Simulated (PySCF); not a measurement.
## Bond curve of CaO

Set-up: Ca def2-SVP, O def2-SVP; no relativity (PySCF 2.14). Energies in eV from Ca + O in their ground configurations at the same level. State: ¹Σ⁺ (singlet), closed shell.

| R (Å) | TPSSh | PBE |
| --- | --- | --- |
| 1.551 | -2.968 | -3.641 |
| 1.624 | -3.721 | -4.375 |
| 1.696 | -4.166 | -4.808 |
| 1.750 | -4.340 | -4.980 |
| 1.804 | -4.407 | -5.051 |
| 1.858 | -4.390 | -5.041 |
| 1.930 | -4.264 | -4.932 |
| 2.021 | -3.992 | -4.687 |
| 2.129 | -3.560 | -4.291 |
| 2.273 | -2.900 | -3.679 |

Problem. Put a parabola through the three lowest points of the TPSSh curve and estimate Re, k and ωe (reduced mass 11.42 u; 1 eV/Å² = 0.16022 mdyn/Å; ωe = 1302.8·√(k/μ) cm⁻¹).

Solution. Through R = 1.75, 1.804, 1.858 Å the second-order coefficient is 14.4 eV/Å², so Re ≈ 1.820 Å, k ≈ 4.62 mdyn/Å and ωe ≈ 828 cm⁻¹. A polynomial fit of higher order to the unrounded TPSSh energies gives Re = 1.818 Å, k = 4.37 mdyn/Å, ωe = 806 cm⁻¹; anharmonicity and rounding make the difference.

The higher-order fit for each curve: TPSSh: Re = 1.818 Å, ωe = 806 cm⁻¹, De = 4.41 eV; PBE: Re = 1.823 Å, ωe = 774 cm⁻¹, De = 5.06 eV.
